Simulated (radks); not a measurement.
Results of a calculation; reference values are marked as such.
Task: Coherent X-ray form factor from a spherical all-electron density. Code: a radial shooting solver on a logarithmic mesh with Libxc functionals. Model: non-relativistic Kohn-Sham, BLYP, spin-unpolarised, spherical densities, point nucleus.

| sin(theta)/lambda (1/angstrom) | f0 (electrons) |
|---|---|
| 0.05 | 26.631 |
| 0.1 | 25.606 |
| 0.15 | 24.124 |
| 0.2 | 22.397 |
| 0.25 | 20.588 |
| 0.3 | 18.806 |
| 0.4 | 15.558 |
| 0.5 | 12.899 |
| 0.6 | 10.857 |
| 0.8 | 8.274 |
| 1 | 6.917 |
| 1.25 | 5.898 |
| 1.5 | 5.071 |
| 2 | 3.581 |

The species is in the configuration that NIST lists as its ground one. Which atom or ion scatters so?

Result: The nickel ion Ni+, [Ar] 3d9. Extrapolating in s^2 from the first two rows gives f0(0) = 27.0, near the electron count 27; among species with that count, the fall with angle is slower the higher Z, and the table is that of Z = 28; from so few rows the species is fixed only to a neighbour or two.
